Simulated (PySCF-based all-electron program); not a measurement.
**Force along the bond of BeS, singlet**

Calculated with an in-house all-electron program built on PySCF, in large uncontracted Gaussian sets near the basis limit; Koelling–Harmon scalar relativity, no spin–orbit coupling, spin-restricted. Forces are good to about 0.002 eV/Å. In part, the state lies near an instability. A positive force pushes the atoms apart.

```
 r (Å)  PBE (eV/Å)
1.3936      20.923
1.4807      12.786
1.5678       7.004
 1.742           ?
```

Problem. Fill in the missing PBE forces.

Solution. 1.742 Å: 0.186 eV/Å.
